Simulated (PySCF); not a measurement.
C3H7BFN, SMILES CB(N)/C=C\F.

Geometry optimised at ωB97X-D3(BJ)/def2-SVP. The structure was generated by enumeration; whether it is a known compound was not checked. Other conformers were not sampled.

All values below come from r2SCAN/def2-TZVP in PySCF.

Symmetry labels are those of the subgroup Cs that the program uses (full group Cs).

Computed valence orbital energies around the gap with their symmetry:
| orbital | symmetry | energy (eV) |
|---|---|---|
| HOMO−7 | A" | -11.65 |
| HOMO−6 | A" | -9.78 |
| HOMO−5 | A' | -9.68 |
| HOMO−4 | A' | -9.49 |
| HOMO−3 | A' | -8.77 |
| HOMO−2 | A' | -7.62 |
| HOMO−1 | A" | -7.37 |
| HOMO | A" | -6.36 |
| LUMO | A" | -1.31 |
| LUMO+1 | A' | 1.00 |
| LUMO+2 | A" | 1.92 |
| LUMO+3 | A' | 1.98 |
